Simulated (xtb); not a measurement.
H9NSi3, triplet, geometry from GFN2-xTB (a higher spin typed on purpose: for a closed-shell molecule this is an excited state). Base run: GFN2-xTB (xtb).

Input for xtb:
```
$ xtb mol.xyz --gfn 2 --uhf 2 --json

# file mol.xyz
13

Si     0.29588846     1.70251023     0.48373777
N     -0.00000000     0.00000000     0.00000000
Si    -1.65400544    -0.53010415    -0.45094223
Si     1.35811698    -1.17240608    -0.03279554
H     -1.01382701     2.33135297     0.38956111
H      0.85534829     1.52194590     1.82432035
H      1.30231079     2.10473084    -0.50017945
H     -1.95043645     0.38073295    -1.55785906
H     -1.49893954    -1.94102467    -0.77486335
H     -2.39739895    -0.20205199     0.76664074
H      0.87160691    -2.19407132     0.89578860
H      1.31856941    -1.61128638    -1.42871119
H      2.51276655    -0.39032830     0.38530224
```

Each row names what was changed in the base input (with any setting that the change needs).

```
change          ΔE vs base (kcal/mol)  G_solv (kcal/mol)  SCF cycles
--------------  ---------------------  -----------------  ----------
base                            0.000                  -          13
acc = 0.0001                    0.000                  -          20
acc = 0.1                       0.000                  -          15
alpb = acetone                  -2.31              -2.33          14
gbsa = chcl3                    -2.82              -2.83          12
etemp = 10000                   -78.0                  -          11
file = coord                    0.000                  -          13
```

ALPB and GBSA are two models with their own fitted parameters for each solvent, which aren't always the measured dielectric constant.
